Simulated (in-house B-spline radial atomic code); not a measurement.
Whole-atom quantities along the 25-electron series, configuration [Ar] 3d7. Breit and QED terms are first order and not part of the total energy; the density at the nucleus is averaged over the nuclear charge. Computed with a radial B-spline atomic code at the basis-set limit: Dirac-Hartree-Fock, average of the configuration, finite nuclei.

```
  ion   Z  E/Z² (Eh)  Σ<r²> (bohr²)  n(0)/Z³ (bohr⁻³)  Lamb diamagnetic shielding (ppm)  repulsion over attraction  Breit energy (eV)  self-energy (eV)  vacuum polarisation (eV)  Dirac less non-relativistic energy (Eh)
Ce33+  58    -2.4274          1.193            1.8534                           5666.97                   0.083773              188.6             153.8                    -22.09                                  -289.03
Pr34+  59          ?              ?                 ?                                 ?                          ?                  ?                 ?                         ?                                        ?
Nd35+  60    -2.4496         1.0907            1.9758                           5915.99                   0.081017             211.09            173.81                   -25.696                                  -335.15
Pm36+  61    -2.4604         1.0442            2.0383                           6042.11                   0.079694             223.01            184.55                   -27.677                                  -360.28
Sm37+  62    -2.4712         1.0006            2.0966                           6169.33                   0.078406             235.39            195.79                   -29.782                                  -386.86
Eu38+  63    -2.4818        0.95959            2.1665                           6297.76                   0.077151             248.25            207.57                   -32.027                                  -414.99
Gd39+  64    -2.4924        0.92093            2.2379                            6427.4                   0.075927              261.6            219.89                   -34.415                                  -444.71
Tb40+  65    -2.5028        0.88448            2.3295                           6558.36                   0.074733             275.46            232.79                   -36.966                                  -476.15
Dy41+  66          ?              ?                 ?                                 ?                          ?                  ?                 ?                         ?                                        ?
Ho42+  67    -2.5236        0.81752            2.4843                            6824.1                   0.072433             304.72            260.38                   -42.536                                  -544.22
Er43+  68          ?              ?                 ?                                 ?                          ?                  ?                 ?                         ?                                        ?
Tm44+  69    -2.5441        0.75757            2.6707                           7095.52                   0.070239             336.14            290.54                    -48.84                                  -619.91
Yb45+  70    -2.5543        0.72991            2.7592                           7233.42                    0.06918             352.68            306.64                    -52.28                                  -660.76
Lu46+  71    -2.5644        0.70367             2.856                           7372.89                   0.068144             369.81            323.47                   -55.938                                  -703.77
Hf47+  72    -2.5746        0.67874            2.9719                           7514.07                   0.067131             387.54            341.05                   -59.837                                  -749.05
Ta48+  73    -2.5847        0.65504            3.0894                           7656.91                   0.066139             405.87            359.42                   -63.974                                  -796.65
 W49+  74    -2.5948        0.63248            3.2107                            7801.5                   0.065169             424.83             378.6                   -68.366                                  -846.67
```

Fill in the row of Pr34+.

E/Z² (Eh): -2.4386; Σ<r²> (bohr²): 1.1402; n(0)/Z³ (bohr⁻³): 1.9134; Lamb diamagnetic shielding (ppm): 5790.95; repulsion over attraction: 0.082376; Breit energy (eV): 199.62; self-energy (eV): 163.57; vacuum polarisation (eV): -23.836; Dirac less non-relativistic energy (Eh): -311.42.

Fill in the row of Dy41+.

E/Z² (Eh): -2.5132; Σ<r²> (bohr²): 0.85006; n(0)/Z³ (bohr⁻³): 2.3938; Lamb diamagnetic shielding (ppm): 6690.51; repulsion over attraction: 0.073569; Breit energy (eV): 289.82; self-energy (eV): 246.27; vacuum polarisation (eV): -39.658; Dirac less non-relativistic energy (Eh): -509.25.

Fill in the row of Er43+.

E/Z² (Eh): -2.5339; Σ<r²> (bohr²): 0.78673; n(0)/Z³ (bohr⁻³): 2.5698; Lamb diamagnetic shielding (ppm): 6959.06; repulsion over attraction: 0.071323; Breit energy (eV): 320.15; self-energy (eV): 275.12; vacuum polarisation (eV): -45.588; Dirac less non-relativistic energy (Eh): -581.06.

With what power of Z does the column «self-energy (eV)» change over this range?

A fit of the logarithm of its size against log Z from Z = 58 to 74 has slope 3.70. One-loop self-energy scales as Z⁴F(Zα), with F falling from low Z to about Z = 90.
